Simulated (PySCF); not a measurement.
Species: C4H13Si2 (doublet state).
Cartesian coordinates in Å at the GFN2-xTB level; atoms count from 1:
```
atom  x, y, z in Å
C1     3.1636    0.2831   -0.3058
C2     1.7392    0.6776    0.0584
Si3    0.5093   -0.7539   -0.1968
C4    -1.2448   -0.3366    0.4341
C5    -2.1819   -1.5240    0.2303
Si6   -1.9427    1.2449   -0.3663
H7     3.4983   -0.5525    0.3049
H8     3.8523    1.1128   -0.1524
H9     3.2218   -0.0185   -1.3491
H10    1.7160    0.9974    1.1043
H11    1.4445    1.5435   -0.5361
H12    1.0114   -1.9866    0.4375
H13   -1.1650   -0.1580    1.5136
H14   -2.3166   -1.7291   -0.8299
H15   -1.7840   -2.4246    0.6964
H16   -3.1625   -1.3277    0.6628
H17   -1.9287    1.0838   -1.8219
H18   -1.1233    2.3963    0.0193
H19   -3.3167    1.4814    0.0892
```

The hyperfine couplings belong to this conformer and change with its torsions.

As a line formula: `CC[SiH][C@H](C)[SiH3]` [radical].

The calculation used UKS B3LYP, pcH-1 on C H Si, non-relativistic, mean-field spin-orbit, GIAO in PySCF 2.14.0. Geometry: GFN2-xTB, one conformer, isolated molecule. The geometry wasn't refined by DFT: couplings that depend on bond lengths, twists or pyramidal angles can differ widely from those at the functional's own minimum, by a factor of two or more for some ions and for spin on atoms past the first row. The SCF solution wasn't tested for stability.

(1) Break the g tensor into its mass correction, gauge correction and orbital-Zeeman/spin–orbit terms.

(2) At 9.37 GHz, how far is the centre of the isotropic spectrum from where a free electron (g = 2.002319) resonates?

(3) What effective moment and Curie constant follow for a powder?

(4) In a frozen sample, at which fields do the three g values resonate at 9.5, 34, 94 and 263 GHz (hyperfine left aside), and which band first spreads them over more than twice a line width of 0.3 mT?

## Answers

(1) 
```json
{"Δg (ppm)": "relativistic mass correction", "1": "-130", "2": "-130", "3": "-130"}
{"Δg (ppm)": "gauge correction", "1": "9", "2": "44", "3": "44"}
{"Δg (ppm)": "orbital Zeeman/spin–orbit", "1": "-69", "2": "1404", "3": "1785"}
{"Δg (ppm)": "total", "1": "-190", "2": "1318", "3": "1700"}
```

So g = 2.00213, 2.00364, 2.00402 and g_iso = 2.00326; the tensor is rhombic: the two nearest values differ by 20 % of g3 − g1. 

(2) B = hν/(g μB) with μB/h = 13.99624 MHz/mT gives 334.34 mT for the free electron and 334.19 mT at g_iso, 0.16 mT lower.

(3) With the mean of g² = 4.0131 and S(S+1) = 0.75: μ_eff = √(⟨g²⟩S(S+1)) = 1.735 μB and χT = 0.12505·⟨g²⟩·S(S+1) = 0.376 cm³ K/mol (cgs; spin-Hamiltonian part alone).

(4) 
```
band    GHz  B(g3) mT  B(g2) mT  B(g1) mT  spread mT
   X    9.5    338.70    338.76    339.02       0.32
   Q   34.0   1212.18   1212.41   1213.32       1.14
   W   94.0   3351.31   3351.95   3354.47       3.16
   J  263.0   9376.53   9378.32   9385.38       8.85
```

The spread grows in proportion to the frequency. Q band is the first where it exceeds 0.6 mT.

The largest Mulliken spin population is on Si3 (+0.96). The angles at Si3 add up to 333.8°, so it is pyramidal.

The HOMO–LUMO gaps are 5.84 eV among the α and 5.42 eV among the β orbitals.

The run took 1.9 min of wall time (grids of density and orbitals included) on an Arm Neoverse V1 with one thread, shared host with 32 logical CPUs at a one-minute load of 28, and the process peaked at 1.1 GiB of memory.
